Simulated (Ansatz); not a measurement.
F4Ti, SMILES [F][Ti+]([F])([F])[F] (connectivity only; charge and spin as stated), charge +1, multiplicity 2.

Geometry optimised at B3LYP-D3(BJ)/def2-SVP. The geometry has at least one imaginary mode, so it is a saddle point at that level. The spin state was assumed, not searched.

Two levels are set side by side: PBE/def2-SVPD (Ansatz, a quantum-chemistry and plane-wave program) and PBE0/def2-SVPD (Ansatz). Energy differences of separate SCF runs at the same geometry; the states with an electron removed or added have multiplicity 3 and 1. Differences are taken from unrounded values.

| quantity | PBE |
|---|---|
| vertical ionisation energy (eV) | 21.37 |
| vertical electron affinity (eV) | 14.06 |

**Question.** These are the PBE values. What does PBE0 give? (An estimate is asked for; the answer gives what the named calculation found.)

**Answer.** 
```
quantity                          PBE0  PBE minus PBE0
-------------------------------  -----  --------------
vertical ionisation energy (eV)  21.46           -0.09
vertical electron affinity (eV)  15.04           -0.98
```
